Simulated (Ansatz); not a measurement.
A series at Ge: from `[OH][Ge]([OH])([OH])[SiH3]`, ligands are replaced one by one, each step taking up H₂ and setting free H₂O; n counts the steps. Ansatz, PBE0-D4/def2-TZVP geometries. Each molecule was computed in one conformer, which needn't be the lowest.

CBS adds triple-zeta CCSD(T) − MP2 to the MP2 limit, frozen cores; atoms without spin–orbit coupling. Outer-core shells of Ge are correlated without core-valence functions. Scalar relativity is left out up to krypton. Spin–orbit coupling is left out.

| n | molecule | atomization energy, CCSD(T)/CBS (kJ/mol) |
| --- | --- | --- |
| 0 | `[OH][Ge]([OH])([OH])[SiH3]` | ? |
| 1 | `[OH][GeH]([OH])[SiH3]` | 3197.8 |
| 2 | `[OH][GeH2][SiH3]` | 2661.0 |
| 3 | `[SiH3][GeH3]` | 2151.3 |

Task: By hand: fit a straight line y = ȳ + b (n − n̄) to the 3 given rows and predict n = 0.

Result: n̄ = 2.000, ȳ = 2670.03; Σ(n − n̄)(y − ȳ) = -1046.50, Σ(n − n̄)² = 2.000, so b = -523.25 kJ/mol a step. Prediction: 2670.03 + (-523.25) × (-2.000) = 3716.5 kJ/mol.

Task: By hand: compare with the computed value, 3755.9 kJ/mol, and give the steps along the whole series.

Result: The line misses by 39.4 kJ/mol (computed minus predicted). Steps: -558.1, -536.8, -509.7 kJ/mol.

The steps differ by up to 48.4 kJ/mol, small against a whole step but well beyond the method's doubt, so the ligands' effects don't simply add. The miss is 2.5 % of the series' range. The energies themselves are unsure by some kJ/mol a bond, though much of that is common to the series.
